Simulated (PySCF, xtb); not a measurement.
GeH₅NTe, SMILES N[Te][GeH3].

GFN2-xTB in xtb at its own geometry gives an orbital gap of 3.71 eV and a dipole moment of 2.05 D.

Geometry optimised at PBE-D3(BJ)/def2-SVP. The structure was generated by enumeration, and PubChem lists no compound with its InChIKey, so it may never have been made. The def2 effective core potentials stand for the cores of Te; spin–orbit coupling is left out. The values are those of a single conformer.

Q: What does B3LYP/def2-TZVPD (PySCF) give? (An estimate is asked for; the answer gives what the named calculation found.)

A: gap 4.24 eV (levels -6.07 and -1.83 eV), dipole 0.80 D.
